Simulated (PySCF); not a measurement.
Cartesian coordinates in Å; atom numbers follow the order of the lines, from 1:
```xyz
17

C     2.196   -0.342   -0.098
C     1.964    1.018   -0.237
C     0.673    1.525   -0.220
C    -0.374    0.640   -0.060
C    -0.141   -0.723    0.081
C     1.142   -1.230    0.064
C    -1.458   -1.414    0.247
O    -2.450   -0.408    0.084
C    -1.849    0.879    0.008
H     3.209   -0.715   -0.116
H     2.799    1.691   -0.362
H     0.491    2.583   -0.328
H     1.320   -2.289    0.174
H    -1.550   -1.869    1.244
H    -1.622   -2.196   -0.504
H    -2.123    1.469    0.895
H    -2.235    1.395   -0.880
```

Theory: coordinates at the GFN2-xTB level, shielding tensors at PBE0/pcSseg-1 (GIAO), in PySCF (single conformer, no relativistic terms, rapidly exchanging positions averaged, gas phase).

Question: Predict the 2D correlation tables (HSQC, COSY, HMBC).

Answer: 

HSQC (one-bond C–H):
| δH | δC |
| --- | --- |
| 7.56 (H10/H11) | 132.5 (C1/C2) |
| 7.52 (H12/H13) | 126.2 (C3/C6) |
| 5.53 (H14/H15/H16/H17) | 79.3 (C7/C9) |

COSY cross peaks (H two or three bonds apart, from the bond graph; peaks can be absent where the dihedral angle is near 90°):
| δH | δH |
| --- | --- |
| 7.56 (H10/H11) | 7.52 (H12/H13) |

HMBC (two and three bonds, from the bond graph):
| δH | δC |
| --- | --- |
| 7.56 (H10/H11) | 146.3 (C4/C5), 132.5 (C1/C2), 126.2 (C3/C6) |
| 7.52 (H12/H13) | 146.3 (C4/C5), 132.5 (C1/C2), 79.3 (C7/C9) |
| 5.53 (H14/H15/H16/H17) | 146.3 (C4/C5), 126.2 (C3/C6), 79.3 (C7/C9) |

Shifts are taken against calculated references (same method and geometry level): TMS for $^{1}$H (σ = 31.72 ppm), $^{13}$C (σ = 186.93 ppm).

Shifts are as computed. Against solution values, carbons near 30 ppm lie about +3 ppm off and those near 130 ppm about +5 ppm. Of 1211 compounds with measured shifts, 218 miss one by over three times the rms of a fit or turn the order of signals round; such compounds aren't used in these exercises.
